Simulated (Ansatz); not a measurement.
Reaction (ligand exchange at the Si–C bond): `O[SiH](O)/C=[CH]\[GeH3]` + `O[SiH](O)F` → `O[SiH](O)O[SiH](O)F` + `C=[CH][GeH3]`

Isolated molecules relaxed with PBE0-D4/def2-TZVP in Ansatz; ΔE leaves out vibrations. CCSD(T)/CBS adds triple-zeta CCSD(T) − MP2 to the extrapolated MP2 energy (def2 sets, frozen cores). This one scheme is used for every species. Functionals use def2-TZVPP. B3LYP here is the variant with VWN-RPA as its local correlation; programs differ in this. For Ge outer-core shells are correlated without core-valence functions, which leaves a few kJ/mol of doubt a bond. Scalar relativity is left out up to krypton. Each species was taken in one conformer, which may not be the lowest.

`O[SiH](O)/C=[CH]\[GeH3]`:

Z-matrix (Å, degrees):
```
Si
O 1 1.644
C 1 1.851 2 105.1
O 1 1.643 2 113.2 3 121.4
H 1 1.482 2 110.9 3 -123.0
H 2 0.958 1 118.5 3 165.9
C 3 1.336 1 127.9 2 -9.7
H 3 1.093 1 115.2 2 170.2
H 4 0.959 1 117.2 2 -65.5
Ge 7 1.958 3 129.3 1 -1.1
H 7 1.091 3 117.6 1 179.6
H 10 1.543 7 105.5 3 -172.5
H 10 1.534 7 112.1 3 70.1
H 10 1.534 7 112.2 3 -54.9
```

`O[SiH](O)F`:

Cartesian coordinates in Å:
```
O 0.948 -0.855 -0.469
Si 0.021 0.385 0.040
O -1.522 0.067 -0.331
F 0.231 0.535 1.614
H 1.806 -0.982 -0.062
H 0.360 1.681 -0.562
H -1.843 -0.831 -0.231
```

`O[SiH](O)O[SiH](O)F`:

```xyz
12

O    -0.658   -1.476    2.196
Si    0.217   -0.364    1.401
O     1.605   -1.058    0.890
O    -0.589    0.235    0.101
Si   -0.457    0.488   -1.489
O    -1.005    1.948   -1.919
F     1.106    0.357   -1.826
H    -0.661   -2.374    1.861
H     0.423    0.748    2.342
H     2.017   -0.704    0.099
H    -1.171   -0.508   -2.293
H    -0.827    2.708   -1.364
```

`C=[CH][GeH3]`:

```xyz
9

C    -0.799    1.201    0.638
C    -0.364    0.526   -0.419
Ge    0.721   -1.074   -0.279
H    -0.568    0.891    1.653
H    -1.406    2.096    0.537
H    -0.625    0.882   -1.413
H     0.010   -2.270   -0.939
H     0.959   -1.376    1.210
H     2.073   -0.876   -0.987
```

Is it downhill or uphill in electronic energy at CCSD(T)/CBS, and by how much? (Estimate.)

Computed: Downhill: ΔE = -138.5 kJ/mol.

What do these levels give: ωB97M-V, PBE, B3LYP, SCS-MP2/def2-TZVPP, CCSD/def2-TZVPP, SCS-MP2/def2-QZVPP? (Estimate.)

Computed: ωB97M-V -136.7, PBE -124.9, B3LYP -141.6, SCS-MP2/def2-TZVPP -140.3, CCSD/def2-TZVPP -141.5, SCS-MP2/def2-QZVPP -141.8 kJ/mol.

Largest T1 diagnostic among the species: 0.012.

From PBE to PBE0 (25 % exact exchange), in def2-TZVPP and without D4, ΔE moves by −7.1 kJ/mol. The D4 term adds +4.4 kJ/mol with B3LYP and +2.3 kJ/mol with PBE0; it sums over pairs of atoms, weighted by their polarisabilities, and B3LYP, whose exchange is more repulsive, gets the larger term. In def2-TZVPP, CCSD(T) changes the Hartree–Fock value by +24.3 kJ/mol (the triples alone add +4.0 kJ/mol) and MP2 by +25.1 kJ/mol.
